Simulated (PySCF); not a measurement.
C5H3Br, SMILES C=C=C(C#C)Br. Atoms are numbered in the order given.

```xyz
9

C      2.6672     1.2521     0.0000
C      1.4923     0.9506     0.0000
C      0.1249     0.5780     0.0000
Br    -0.2331    -1.3005     0.0000
C     -0.8849     1.4202     0.0000
C     -1.8847     2.2576     0.0000
H      3.7070     1.5229     0.0000
H     -2.3195     2.6225     0.9377
H     -2.3195     2.6225    -0.9377
```

Geometry optimised at PBE0-D3(BJ)/def2-SVP. The structure was generated by enumeration, and PubChem lists no compound with its InChIKey, so it may never have been made.

These are PBE/def2-TZVP in PySCF values and carry that method's errors.

Atomic charges (e):

| atom | Mulliken | Löwdin |
|---|---|---|
| C1 | -0.11 | … |
| C2 | 0.02 | … |
| C3 | -0.12 | … |
| Br4 | -0.06 | … |
| C5 | 0.04 | -0.06 |
| C6 | -0.25 | -0.17 |
| H7 | 0.17 | 0.13 |
| H8 | 0.15 | 0.15 |
| H9 | 0.15 | 0.15 |

Q: Fill in the missing entries. (The exact figures need the calculation; the answer reports its results.)

A: 
- C1, Löwdin: -0.06
- C2, Löwdin: -0.10
- C3, Löwdin: -0.40
- Br4, Löwdin: 0.36

Computed Mayer and Wiberg (Löwdin basis) orders of the bonds:
```tsv
bond	Mayer	Wiberg
C1–C2	2.56	2.85
C2–C3	1.26	1.35
C3–Br4	1.03	1.49
C3–C5	1.77	1.88
C5–C6	1.93	2.17
C1–H7	0.99	0.91
C6–H8	0.92	0.86
C6–H9	0.92	0.86
```
